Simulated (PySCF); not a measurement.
**SMILES CC(=O)[C@H]1CC[C@@H]1N, C6H11NO**

Cartesian coordinates in Å; atom numbers follow the order of the lines, from 1:
```xyz
19

C     2.498    0.714   -0.780
C     1.503    0.275    0.266
O     1.818    0.007    1.399
C     0.088    0.170   -0.236
C    -0.303   -1.239   -0.746
C    -1.595   -1.164    0.077
C    -1.034    0.062    0.819
N    -1.918    1.207    0.845
H     3.512    0.487   -0.459
H     2.406    1.791   -0.914
H     2.287    0.233   -1.732
H    -0.130    0.942   -0.973
H    -0.418   -1.336   -1.823
H     0.380   -2.005   -0.384
H    -1.831   -2.031    0.689
H    -2.459   -0.892   -0.525
H    -0.613   -0.206    1.799
H    -2.747    0.996    1.392
H    -1.453    1.998    1.278
```

Computed, not measured: TDDFT PBE0/def2-SVPD circular dichroism and optical rotation, one conformer, gas phase (PySCF 2.14.0). Geometry: GFN2-xTB.

The molecule is flexible and this is one conformer; a measurement averages over conformers. States above about 6.8 eV (minus the energy of the highest occupied orbital) lie near or above the ionisation threshold and depend on the basis.

(1) Draw the ECD and absorption spectra from the lowest 16 states, each a Gaussian of half-width 0.25 eV at 1/e height.

Results:

(1) 
| E (eV) | λ (nm) | Δε (L mol⁻¹ cm⁻¹) | ε (L mol⁻¹ cm⁻¹) |
| --- | --- | --- | --- |
| 3.92 | 316 | -0.02 | 0.0712 |
| 4.02 | 308 | -0.09 | 0.3 |
| 4.12 | 301 | -0.28 | 0.921 |
| 4.22 | 294 | -0.63 | 2.05 |
| 4.32 | 287 | -1.02 | 3.31 |
| 4.42 | 280 | -1.20 | 3.89 |
| 4.52 | 274 | -1.02 | 3.31 |
| 4.62 | 268 | -0.63 | 2.05 |
| 4.72 | 262 | -0.28 | 0.992 |
| 4.82 | 257 | -0.09 | 1 |
| 4.92 | 252 | 0.00 | 5.15 |
| 5.02 | 247 | +0.09 | 26.6 |
| 5.12 | 242 | +0.35 | 101 |
| 5.22 | 237 | +0.97 | 280 |
| 5.32 | 233 | +1.94 | 561 |
| 5.42 | 229 | +2.83 | 817 |
| 5.52 | 224 | +2.99 | 865 |
| 5.62 | 220 | +2.29 | 665 |
| 5.72 | 217 | +1.22 | 376 |
| 5.82 | 213 | +0.17 | 182 |
| 5.92 | 209 | -1.23 | 171 |
| 6.02 | 206 | -3.98 | 379 |
| 6.12 | 202 | -8.40 | 789 |
| 6.22 | 199 | -12.54 | 1240 |
| 6.32 | 196 | -12.75 | 1490 |
| 6.42 | 193 | -7.12 | 1470 |
| 6.52 | 190 | +2.48 | 1400 |
| 6.62 | 187 | +12.74 | 1470 |
| 6.72 | 184 | +21.83 | 1700 |
| 6.82 | 182 | +28.54 | 1980 |
| 6.92 | 179 | +30.50 | 2150 |
| 7.02 | 177 | +26.26 | 2120 |
| 7.12 | 174 | +18.54 | 2000 |
| 7.22 | 172 | +12.87 | 1990 |
| 7.32 | 169 | +12.82 | 2230 |
| 7.42 | 167 | +16.97 | 2810 |
| 7.52 | 165 | +20.54 | 3620 |
| 7.62 | 163 | +20.05 | 4290 |
| 7.72 | 161 | +16.63 | 4460 |
| 7.82 | 158 | +13.97 | 4010 |
| 7.92 | 156 | +13.19 | 3160 |

Δε uses R in velocity form, ε uses f in length form. Only the states computed contribute, so the short-wavelength end is incomplete.

The sign of the CD band at 152 nm isn't settled: the length form gives the opposite one.
